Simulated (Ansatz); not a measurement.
Pd2S2⁻ (the lowest doublet isomer of a short search). The state is a doublet with charge -1. Geometry PBE0-D4/def2-SVPD, basis def2-TZVPD, Ansatz.

```xyz
4

Pd    1.214    0.391   -0.547
Pd   -1.214   -0.391    0.547
S     0.402    0.848    1.498
S    -0.402   -0.848   -1.498
```

```tsv
run	HOMO (eV)	LUMO (eV)
A	-1.10	0.82
B	-0.37	0.03
C	-2.42	1.95
D	-0.23	0.30
E	-1.22	1.02
F	-0.40	0.38
```

In the def2 sets Pd takes a core potential; there is no spin–orbit coupling. B3LYP takes the VWN-RPA correlation. The structure comes from a short search, and lower isomers may exist.

HOMO and LUMO are taken over both spins.

Problem. The runs used B3LYP, CAM-B3LYP, LDA (SPW92), PBE, PBE0, r2SCAN. Estimate which is which.

Solution. A B3LYP (20 % exact exchange); B LDA (SPW92) (0 % exact exchange); C CAM-B3LYP (range-separated); D PBE (0 % exact exchange); E PBE0 (25 % exact exchange); F r2SCAN (0 % exact exchange). Exact exchange lowers occupied and raises empty levels; among semilocal functionals meta-GGAs tend to open the gap a little, and such runs are hard to tell apart. The gap grows from 0.40 eV (LDA (SPW92)) to 4.37 eV (CAM-B3LYP).
